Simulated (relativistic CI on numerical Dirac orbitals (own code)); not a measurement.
## One change at a time: Cd¹¹⁺

Base calculation: Dirac-Coulomb-Breit CI, separate exchange-only KLI orbitals for each configuration, model QED, unscaled Slater integrals.

Configurations in the expansion (outside the closed core [Ar] 3d10): 4s²4p⁶4d, 4s²4p⁵4d², 4s²4p⁶4f, 4s²4p⁶5s, 4s4p⁶4d², 4s²4p⁶5p, 4s²4p⁵4d4f, 4s²4p⁶5d, 4s4p⁶4d4f, 4s²4p⁶6s, 4s²4p⁵4d5s, 4s²4p⁶5f, 4s²4p⁶6p, 4p⁶4d³, 4p⁵4d⁴, 4p⁵4d³4f. Double excitations out of closed p, d and f shells are left out; levels of such configurations are missing from the list, as are those of other unlisted configurations, and high levels can miss mixing partners. These lack a partner that the ground configuration has and come out too high: 4s²4p⁵4d5s.

Variants: (1) configuration mixing switched off; (2) non-relativistic limit. Shifts of the energy above 4s²4p⁶4d ²D3/2, in cm⁻¹, for the lowest level and the first level of each name with at least 55 % of one term (blank where a level changes its place among those of its configuration and J or its character, or is not in the variant):

| Level | Base | Δ(1) | Δ(2) |
| --- | --- | --- | --- |
| 4s²4p⁶4d ²D3/2 | 0 | 0 | 0 |
| 4s²4p⁶4d ²D5/2 | 9411 | +11 | -9411 |
| 4s²4p⁵4d² ⁴D°1/2 | 465338 | -9788 | -15345 |
| 4s²4p⁵4d² ⁴D°3/2 | 467854 | -9550 | -17862 |
| 4s²4p⁵4d² ⁴D°5/2 | 472550 | -9190 | -22558 |
| 4s²4p⁵4d² ⁴D°7/2 | 479731 | -8763 | -29739 |
| 4s²4p⁵4d² ⁴G°9/2 | 488781 | -7162 | -20292 |
| 4s²4p⁵4d² ⁴G°11/2 | 489564 | -6686 | -21075 |
| 4s²4p⁵4d² ⁴G°7/2 | 490414 | -7111 | -21925 |
| 4s²4p⁵4d² ⁴P°5/2 | 494626 |  | -22920 |
| 4s²4p⁵4d² ⁴P°3/2 | 499305 | -9013 | -27598 |
| 4s²4p⁵4d² ⁴P°1/2 | 508163 | -8887 | -36457 |
| 4s²4p⁶5s ²S1/2 | 508695 | -11330 | +29759 |
| 4s²4p⁵4d² ⁴F°9/2 | 513574 | -8913 | -29622 |
| 4s²4p⁵4d² ²H°11/2 | 519786 | -6927 | -16145 |
| 4s²4p⁵4d² ²P°1/2 | 526827 | -10046 | -26937 |
| 4s²4p⁵4d² ²H°9/2 | 540261 | -8100 | -36620 |
| 4s²4p⁵4d² ²G°9/2 | 570775 | -8121 | -62459 |
| 4s²4p⁵4d² ²S°1/2 | 584517 | -10101 | -43112 |
| 4s²4p⁵4d² ²P°3/2 | 598291 | -9551 |  |
| 4s²4p⁶5p ²P°1/2 | 622745 | -7226 | +24044 |
| 4s²4p⁶5p ²P°3/2 | 640577 | -7321 | +6212 |

At this charge energies of transitions that change n are usually good to better than 1 %, and those within a shell (Δn = 0) to a few per cent.

Ionisation energy from the two ground configurations alone: base 217.652 eV. The NIST ASD value (theoretical) is 218 eV.

LS names give the leading component of a level, which can be under half, so a name can repeat, a term be missing and a line seem to break the LS rules.
